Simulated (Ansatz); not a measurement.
Species: TaH$_{2}$, charge 0, multiplicity 4. The spin state was set by rule; other spins were not relaxed. SMILES: [TaH2]
Structure (B3LYP-D3(BJ)/def2-TZVP (Ansatz, a quantum-chemistry and plane-wave program) minimum search):
```
Ta
H 1 1.7923
H 1 1.7923 2 120.69
```
Charge 0, spin multiplicity 4.

Give the harmonic wavenumbers at B3LYP-D3(BJ)/def2-TZVP (Ansatz, finite differences of forces, unscaled).

600, 1754, 1791 cm⁻¹. Zero-point energy 5.9 kcal/mol.

From these and the geometry, give the ideal-gas thermochemistry at 298.15 K and 1 atm (rigid rotor, harmonic oscillator).

Point group C2v, rotational symmetry number 2. Rotational constants 322.3, 103.3, 78.24 GHz. S(trans) 41.52, S(rot) 14.10, S(vib) 0.46, S(elec, spin only) 2.75, S 58.8 cal/(mol K). H(298) - H(0) 2.47 kcal/mol; G - E(el) -9.1 kcal/mol.
